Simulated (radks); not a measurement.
Values are calculated unless marked as measured or tabulated.
These are the eigenvalues of the occupied orbitals of an atom or ion with whole-number occupations (hartree). Code: a radial shooting solver on a logarithmic mesh with Libxc functionals. Model: scalar-relativistic Kohn-Sham, BLYP, spin-polarised, spherical densities, point nucleus.

| orbital | eigenvalue |
|---|---|
| 1s up | -2181.900 |
| 1s down | -2181.899 |
| 2s up | -370.3930 |
| 2s down | -370.3907 |
| 2p up | -327.3363 |
| 2p down | -327.3339 |
| 3s up | -85.40285 |
| 3s down | -85.34773 |
| 3p up | -72.36883 |
| 3p down | -72.31358 |
| 3d up | -56.27589 |
| 3d down | -56.23337 |
| 4s up | -19.05192 |
| 4s down | -18.93809 |
| 4p up | -14.75849 |
| 4p down | -14.64697 |
| 4d up | -9.05592 |
| 4d down | -8.94671 |
| 5p up | -3.17830 |
| 5p down | -3.13293 |
| 4f up | -2.76532 |
| 4f down | -2.66264 |
| 6p up | -1.19529 |

Which element is it, and in what charge state? The configuration may be excited. Open shells, if any, are filled with parallel spins first.

Answer. Z = 69, thulium, charge +4: Tm4+ in [Kr] 4d10 4f11 5p6 6p2. The list shows which subshells hold electrons but not how many an open one holds; the 1s level, -2181.9 hartree, gives Z - s = 66.1 by -(Z - s)^2/2, which with screening and relativity narrows Z to a few neighbours, and the depths of the outer levels then fix element, charge and occupations together.
